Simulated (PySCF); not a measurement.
AlH3, SMILES [AlH3]. Coordinates come from a ωB97X-D3(BJ)/def2-TZVPD optimisation. The isomer is the one that the SMILES or the coordinates give; other isomers of the formula were not compared.

TDA-PBE/def2-TZVPD run with PySCF 2.14.0 puts the lowest singlet excitations at 4.89, 4.89, 7.40, 7.40, 7.76, 7.76 eV.

Question: What are the lowest excitation roots from PySCF 2.14.0 with ADC(3)/aug-cc-pVDZ? (Estimate from the structure and the level; the computed values follow.)

Answer: 5.38, 5.38, 8.31, 8.31, 8.62, 8.62 eV. S1 differs by 0.49 eV (second minus first; roots are paired by order, and the bases may differ).
